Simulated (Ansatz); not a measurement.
Na₆Pt⁻ was relaxed with PBE0-D4 (def2-SVPD) in Ansatz in these states: charge -1 doublet, charge -1 quartet. The geometries follow in no particular order.

In the def2 sets Pt takes a core potential; there is no spin–orbit coupling.

A:

Cartesian coordinates in Å:
```
Pt 0.041 0.050 0.460
Na 2.484 -1.124 1.000
Na -0.019 -2.221 -1.181
Na -0.002 2.723 1.051
Na 1.642 1.042 -1.599
Na -2.033 0.880 -1.209
Na -2.113 -1.349 1.478
```

B:

```xyz
7

Pt   -0.0942    0.0574    0.0040
Na   -1.1182    1.5523   -2.0740
Na    1.2362    1.9776    1.4442
Na   -1.3019   -1.9350   -1.4463
Na    1.8880   -0.3225   -1.8603
Na    1.1894   -1.6045    1.7735
Na   -1.7992    0.2747    2.1589
```

Q: Judge from the bond lengths which geometry belongs to which state (an estimate).

A: A is the charge -1 doublet (Na2–Na3 3.497 Å, Na4–Na6 3.553 Å, Na3–Na5 3.685 Å); B is the charge -1 quartet (Na2–Na3 4.255 Å, Na4–Na6 4.084 Å, Na3–Na5 4.079 Å).

At PBE0-D4/def2-SVPD the charge -1 doublet is spin-contaminated (final ⟨S²⟩ up to 1.03, 0.75 for a pure state). At PBE0-D4/def2-TZVPD a doublet lies 0.20 eV below the charge -1 quartet. These are the stationary points nearest to one start from a short search; other shapes may lie lower in each state.
